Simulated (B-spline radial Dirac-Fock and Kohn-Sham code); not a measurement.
Binding energies of Pt⁴⁸⁺ at several levels of theory

System: platinum as Pt⁴⁸⁺ in the configuration 1s2 2s2 2p6 3s2 3p6 3d10 4s2.

The density-functional columns are spherical, spin-unpolarised Dirac-Kohn-Sham results without Breit or QED terms: −ε is minus the orbital energy of the initial state and ΔSCF the difference of two total energies. The reference in the last column comes from Dirac-Fock energy differences between relaxed states, corrected for Breit and QED terms. All numbers are from a B-spline atomic structure program, in eV; a selection of levels is shown. The Kohn-Sham columns are given as differences from the reference. For the 1s level of heavy atoms much of the gap between ΔSCF and the reference is the Breit and QED part, -416.6 eV here; for other levels the error of the functional can be larger.

```tsv
level	LDA −ε − DF	LDA ΔSCF − DF	Dirac-Fock
1s	-229.6	+405.6	80989.3
2s	-199.0	-52.9	16434.0
2p1/2	-144.2	+34.9	15829.1
2p3/2	-161.9	-5.6	14111.9
3s	-112.6	-50.8	5714.3
3p1/2	-89.3	-24.1	5448.8
3p3/2	-88.2	-27.6	5049.4
3d3/2	-65.7	+3.6	4631.5
3d5/2	-67.5	+0.1	4546.0
4s	-15.3	+15.6	2762.0
```

For the outermost level NIST gives 2762 ± 4 eV (theoretical); the differences from it are LDA −ε -15.35, LDA ΔSCF +15.62, Dirac-Fock -0.01 eV.

Values without a named source are computed, but for edge energies of neutral atoms, which are taken from tables.
